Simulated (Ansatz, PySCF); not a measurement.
Noncovalent pair: C2H2 (SMILES C#C) (first 4 atoms) with H2S (SMILES S); geometry from B3LYP-D3(BJ)/def2-TZVP, rigid monomers moved along the line of their centres of mass till C2···H7 is 3.04 Å.
(charge 0, multiplicity 1):
```xyz
7

C     -0.51234     0.75208     0.16927
C     -0.53788    -0.43811     0.04183
H     -0.48874     1.80894     0.28204
H     -0.55902    -1.49514    -0.06996
S      1.13285    -0.40140     4.06392
H     -0.12091    -0.41682     4.54375
H      0.71070    -0.20389     2.80291
```

Counterpoise-corrected where a basis set is named; no monomer relaxation.

Cores are frozen in the correlated methods. CBS: X⁻³ extrapolation of the correlation energy, Hartree–Fock from the larger set.

The values were computed with Ansatz (Gaussian orbitals); PySCF for the dispersion terms. Values without a source in brackets are computed.

PBE/def2-TZVPPD gives -1.18 kcal/mol for the interaction energy.

Task: How do the other levels lie against it? Give each less PBE: PBE-D3(BJ)/def2-TZVPPD, r2SCAN/def2-TZVPPD, PBE0/def2-TZVPPD, wB97M-V/def2-TZVPPD, MP2/CBS(aug-cc-pV(D+d)Z, aug-cc-pV(T+d)Z), CCSD(T)/CBS(aug-cc-pV(D+d)Z, aug-cc-pV(T+d)Z).

Result: PBE-D3(BJ)/def2-TZVPPD -0.56; r2SCAN/def2-TZVPPD -0.06; PBE0/def2-TZVPPD 0.06; wB97M-V/def2-TZVPPD -0.19; MP2/CBS(aug-cc-pV(D+d)Z, aug-cc-pV(T+d)Z) -0.39; CCSD(T)/CBS(aug-cc-pV(D+d)Z, aug-cc-pV(T+d)Z) -0.24 kcal/mol. 1 of 6 lie above PBE; the widest gap is to PBE-D3(BJ)/def2-TZVPPD.

Ansatz is a program for electronic structure.
